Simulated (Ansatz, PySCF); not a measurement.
This singlet lies 0.83 eV below the relaxed triplet at the level frozen-core CCSD(T)/cc-pVTZ // B3LYP-D3(BJ)/def2-TZVP (Ansatz, a first-principles code).

B3LYP has the VWN-RPA correlation part, as in Gaussian. 

Cartesian coordinates (Å):
```xyz
7

C     -0.7251     0.0293    -0.0020
C      0.4992    -0.7377     0.3080
S      1.8662    -0.4549    -0.5263
H     -1.0597     0.5245     0.9157
H     -0.6445     0.7731    -0.8097
H     -1.5239    -0.6810    -0.2401
H      1.5878     0.5467    -1.4548
```
Charge 0, multiplicity 1.

### Question
Give the HOMO, HOMO–LUMO gap and total energy at the level B3LYP-D3(BJ)/def2-TZVP (PySCF).

### Answer

```
Property              Value
-------------  ------------
HOMO               -6.17 eV
HOMO–LUMO gap       4.13 eV
total energy   -476.7864 Ha
```
